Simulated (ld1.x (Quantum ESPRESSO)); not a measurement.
# Ranking PAW potentials for gallium (Ga)

All share these settings but for the change named:

```
Element                 : Ga
Generator               : ld1.x (Quantum ESPRESSO) 7.5
Type                    : PAW
Functional              : PBE
Relativity              : scalar-relativistic
Frozen core             : [Ar]
Valence charge          : 13
Reference configuration : 3d10 4s2 4p1
Partial waves           : 4s (bound): rcut 1.75, rcutus 2.20 bohr; 4s channel at -0.05 Ry: rcut 1.75, rcutus 2.20 bohr; 4p (bound): rcut 1.95, rcutus 2.50 bohr; 4p channel at 1.7 Ry: rcut 1.95, rcutus 2.50 bohr; 3d (bound): rcut 0.75, rcutus 1.00 bohr; 3d channel at -0.55 Ry: rcut 0.75, rcutus 1.00 bohr
Local potential         : all-electron potential smoothed inside 2.15 bohr (lloc = -2)
Core correction         : Bessel-smoothed model core inside 0.75 bohr
Augmentation charge     : BESSEL, radius 0.85 bohr
```

Test errors are all-electron minus pseudo excitation energies from the reference, over 3d10 4s2 4p0; 3d10 4s1 4p0; 3d10 4s0 4p0; 3d10 4s2 4p1.3; 3d10 4s1 4p2; 3d10 4s1 4p1; 3d9 4s2 4p1. None of these files shows a bound ghost.

The base gives 166.8 meV.

Of 7 variants that were run, those that failed, showed a ghost or another fault, or gave nearly equal values are left out.

A variant can come out equal or close to the base, since the largest error may sit in a test that the change hardly touches while other tests move.

(1) Rank these variants by their largest absolute test error, smallest first.
A. waves 3d (bound): rcut 0.75, rcutus 1.34 bohr; 3d channel at -0.55 Ry: rcut 0.75, rcutus 1.34 bohr
B. waves 3d (bound): rcut 0.75, rcutus 1.52 bohr; 3d channel at -0.55 Ry: rcut 0.75, rcutus 1.52 bohr
C. waves 3d (bound): rcut 0.75, rcutus 1.18 bohr; 3d channel at -0.55 Ry: rcut 0.75, rcutus 1.18 bohr

## Answers

(1) B (56.3 meV), A (133.6 meV), C (156.2 meV).
